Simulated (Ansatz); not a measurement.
Gas-phase reaction R1 → P1 + P2, each structure at its B3LYP-D3(BJ)/def2-TZVP stationary point, reached from a drawn start (curvature not checked).
R1, GaH3 (SMILES [GaH3]) (charge 0, multiplicity 1):
```xyz
4

Ga     0.000     0.000     0.000
H      1.570    -0.010    -0.009
H     -0.776     1.364    -0.002
H     -0.793    -1.355     0.011
```
P1: GaH (SMILES [GaH]), charge 0, multiplicity 1.
P2, H2 (SMILES [H][H]) (charge 0, multiplicity 1):
```xyz
2

H      0.0000     0.0000     0.3720
H      0.0000     0.0000    -0.3720
```

P less R. No zero-point or thermal terms; no spin–orbit coupling.

Frozen-core correlation throughout. In cc and def2 sets filled d and f shells under p-block atoms count as core.

Programs: Ansatz (Gaussian orbitals). No computed number here is a measurement.

Total energies in hartree:

| structure | PBE/def2-TZVPP | r2SCAN/def2-TZVPP | CCSD(T)/cc-pVQZ |
|---|---|---|---|
| R1 | -1926.316867 | -1926.605401 | -1925.125608 |
| P1 | -1925.121057 | -1925.396798 | -1923.922259 |
| P2 | -1.166122 | -1.171285 | -1.173794 |

### Question
Work out the reaction energy at each level in kcal/mol (1 hartree = 627.50947 kcal/mol), and say how far PBE/def2-TZVPP lies from CCSD(T)/cc-pVQZ.

### Answer
- PBE/def2-TZVPP: (-1925.121057) + (-1.166122) − (-1926.316867) = 0.029688 hartree = 18.63 kcal/mol
- r2SCAN/def2-TZVPP: (-1925.396798) + (-1.171285) − (-1926.605401) = 0.037318 hartree = 23.42 kcal/mol
- CCSD(T)/cc-pVQZ: (-1923.922259) + (-1.173794) − (-1925.125608) = 0.029555 hartree = 18.55 kcal/mol
PBE/def2-TZVPP less CCSD(T)/cc-pVQZ: 0.08 kcal/mol. CCSD(T)/cc-pVQZ is the level counted from, the highest shown, and no exact or measured value.

Ansatz is a quantum-chemistry and plane-wave program.
